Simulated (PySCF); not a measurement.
# Electron correlation in O⁻ (oxygen, charge -1)

[He] 2s2 2p5, 2P determinant. All numbers are calculated (PySCF 2.14, scalar relativity by spin-free X2C-1e, in aug-cc-pCVTZ-DK). Frozen: 1s2; 7 electrons correlated.

```csv
level,correlation energy (mhartree)
CCSD,-230.13
(T),-9.09
CCSD(T),-239.22
```

Diagnostics: T1 = 0.023, D1 = 0.0452, largest double amplitude 0.041.

Q: Is a single reference adequate?

A: Yes: T1 lies below 0.03 and no double amplitude reaches 0.07.
